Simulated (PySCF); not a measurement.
Compound: C₄H₉Si (doublet state).
Atom-mapped SMILES: `[CH3:1][CH2:2][C@@H:3]1[CH:4][SiH2:5]1` (hydrogens: H6, H7, H8 on C1; H9, H10 on C2; H11 on C3; H12 on C4; H13, H14 on Si5)

Structure used (GFN2-xTB), in Å, numbered top down from 1:
```
atom  x, y, z in Å
C1    -2.0250    0.3754    0.0061
C2    -0.7280   -0.1564   -0.6065
C3     0.3768   -0.2085    0.4093
C4     1.2825    0.8960    0.6574
Si5    2.3888   -0.4649    0.1582
H6    -2.8109    0.4273   -0.7446
H7    -2.3577   -0.2747    0.8125
H8    -1.8660    1.3711    0.4133
H9    -0.4298    0.4873   -1.4378
H10   -0.9090   -1.1596   -1.0063
H11    0.1576   -0.8736    1.2379
H12    1.1441    1.7798    0.0400
H13    2.9463   -1.3046    1.2048
H14    2.8294   -0.8951   -1.1664
```

The hyperfine couplings belong to this conformer and change with its torsions.

The calculation used UKS B3LYP, pcH-1 on C H Si, non-relativistic, mean-field spin-orbit, GIAO (PySCF 2.14.0). Isolated species at its GFN2-xTB geometry (one conformer only). The geometry wasn't refined by DFT: couplings that depend on bond lengths, twists or pyramidal angles can differ widely from those at the functional's own minimum. The SCF solution wasn't tested for stability.

What is the g tensor, term by term?

```json
{"Δg (ppm)": "relativistic mass correction", "1": "-139", "2": "-139", "3": "-139"}
{"Δg (ppm)": "gauge correction", "1": "18", "2": "1", "3": "-13"}
{"Δg (ppm)": "orbital Zeeman/spin–orbit", "1": "305", "2": "852", "3": "3424"}
{"Δg (ppm)": "total", "1": "184", "2": "714", "3": "3272"}
```

So g = 2.00250, 2.00303, 2.00559 and g_iso = 2.00371; the tensor is rhombic: the two nearest values differ by 17 % of g3 − g1. Axes: g3 points within 12° of the Si5–H13 bond.

How much does each term add to the isotropic shift?

The orbital-Zeeman/spin–orbit term 1527, the mass correction -139 and the gauge correction 2 ppm, for a total of 1390 ppm. The orbital-Zeeman/spin–orbit term is the largest in size. The mass correction is the same along every axis, so the anisotropy comes from the other two: their spans along these axes are 31 (gauge) and 3120 ppm (orbital Zeeman/spin–orbit).

What are the electron Larmor frequencies g μB B/h along the three axes at 1200 mT?

33.6330, 33.6419, 33.6849 GHz for g1, g2 and g3, a range of 51.9 MHz.

In a frozen sample, at which fields do the three g values resonate at 9.5, 34, 94 and 263 GHz (hyperfine left aside), and which band first spreads them over more than twice a line width of 0.3 mT?

```csv
band,GHz,B(g3) mT,B(g2) mT,B(g1) mT,spread mT
X,9.5,338.43,338.86,338.95,0.52
Q,34.0,1211.23,1212.77,1213.09,1.87
W,94.0,3348.68,3352.96,3353.85,5.16
J,263.0,9369.18,9381.15,9383.63,14.45
```

The spread grows in proportion to the frequency. Q band is the first where it exceeds 0.6 mT.

Largest spin populations (Mulliken): C4 (+0.67) and Si5 (+0.29). The angles at C4 add up to 314.5°, so it is pyramidal.

The HOMO–LUMO gaps are 4.69 eV among the α and 4.20 eV among the β orbitals.
